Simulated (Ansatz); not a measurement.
Born–Oppenheimer molecular dynamics of H9NOSi3 (14 atoms, charge 0, multiplicity 1). It goes on from the last frame of an earlier run, with new velocities.

These are results of RKS LDA/6-31G in Ansatz 0.2.0, not measurements.

* ensemble: NVT, Langevin thermostat
* time step: 0.5 fs
* steps asked: 150
* set temperature: 500 K
* friction: 0.02 /fs
* seed: 10636

First frame:

```xyz
14
Properties=species:S:1:pos:R:3
N -1.544 1.987 0.510
Si -1.117 0.319 0.757
O 0.126 0.006 1.939
Si 0.004 -0.140 -1.241
Si 1.843 -1.602 -0.979
H -1.107 2.607 -0.160
H -2.345 2.402 0.971
H -2.345 -0.382 1.208
H -0.137 -0.142 2.850
H 0.421 1.289 -1.666
H -0.955 -0.607 -2.295
H 3.181 -0.908 -1.481
H 2.016 -1.945 0.562
H 1.692 -2.907 -1.764
```

(1) How far do the bonds stretch over the last three quarters of this one trajectory? (Pairs bonded in most of those frames.)

Results:

(1) 
```
   bond  mean (Å)  spread (Å)  shortest  longest
 N1–Si2     1.777       0.024      1.74     1.82
  N1–H6     1.024       0.021      0.98     1.07
  N1–H7     1.026       0.018      0.99     1.07
 Si2–O3     1.740       0.027      1.70     1.78
Si2–Si4     2.384       0.060      2.29     2.46
 Si2–H8     1.544       0.071      1.43     1.66
  O3–H9     0.993       0.035      0.93     1.05
Si4–Si5     2.338       0.027      2.30     2.38
Si4–H10     1.522       0.056      1.42     1.65
Si4–H11     1.530       0.064      1.41     1.64
Si5–H12     1.525       0.030      1.48     1.58
Si5–H13     1.530       0.058      1.42     1.63
Si5–H14     1.523       0.044      1.43     1.59
```

Mean temperature of the second half: 469 K. A run of 0.075 ps of so small a system gives no equilibrium averages. Limits of this set-up: no polarisation functions.

Run time: 9.4 min on 1 thread of Arm Neoverse V1, with other jobs on the host, peak memory 0.13 GiB.
